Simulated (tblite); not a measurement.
C2H10O2Si2.
Atom-mapped SMILES: `[OH:1][CH2:2][CH2:3][SiH2:4][O:5][SiH3:6]` (hydrogens: H7 on O1; H8, H9 on C2; H10, H11 on C3; H12, H13 on Si4; H14, H15, H16 on Si6)

The geometry is computed with GFN2-xTB (gas phase).

Task: What internal coordinates does the optimisation give?

Result: 
| bond | length (Å) |
| --- | --- |
| O1–C2 | 1.414 |
| C2–C3 | 1.518 |
| C3–Si4 | 1.904 |
| Si4–O5 | 1.625 |
| O5–Si6 | 1.613 |
| O1–H7 | 0.963 |
| C2–H8, C2–H9 | 1.099 |
| C3–H10, C3–H11 | 1.089 |
| Si4–H12, Si4–H13 | 1.461 |
| Si6–H14, Si6–H15, Si6–H16 | 1.463 |

Bonds in one row agree within 0.01 Å and their mean is given. A selection of angles:
| angle | degrees |
| --- | --- |
| C2–O1–H7 | 109.9 |
| O1–C2–C3 | 106.8 |
| O1–C2–H8 | 109.9 |
| C3–C2–H8 | 109.6 |
| C3–C2–H9 | 112.1 |
| H8–C2–H9 | 108.2 |
| C2–C3–Si4 | 107.3 |
| C2–C3–H10 | 109.8 |
| Si4–C3–H10 | 112.9 |
| Si4–C3–H11 | 110.1 |
| H10–C3–H11 | 107.3 |
| C3–Si4–O5 | 108.6 |
| C3–Si4–H12 | 112.4 |
| O5–Si4–H12 | 106.1 |
| O5–Si4–H13 | 104.4 |
| H12–Si4–H13 | 114.0 |
| Si4–O5–Si6 | 170.2 |
| O5–Si6–H14 | 106.1 |
| O5–Si6–H15 | 108.2 |
| H14–Si6–H15 | 111.5 |

Dihedral angles: O1–C2–C3–Si4 40° (synclinal); C2–C3–Si4–O5 163° (antiperiplanar); H7–O1–C2–C3 -175° (antiperiplanar). The mirror-image conformer, all signs reversed, is as good.

Si4 (oxygen-bound silicon) is distorted tetrahedral (angles from 104.4° to 114.0°). Si6 (oxygen-bound silicon) is tetrahedral (angles from 106.1° to 112.3°). Of the pairs four or more bonds apart, O1···H12 is among the closest relative to their van der Waals radii: 2.83 Å, 104 % of the sum of Bondi's values.

Point group: C1 (no symmetry element, even within 0.4 Å). GFN2-xTB frequencies show an imaginary mode (29i cm⁻¹), so the point is no minimum at that level. Torsions: H–O1–C2–C3 -175°, O1–C2–C3–Si4 40°, C2–C3–Si4–O5 163°. 3 starts were optimised and ended at 0.00, 0.98 and 1.28 kcal/mol (GFN2-xTB); the lowest of these is shown.
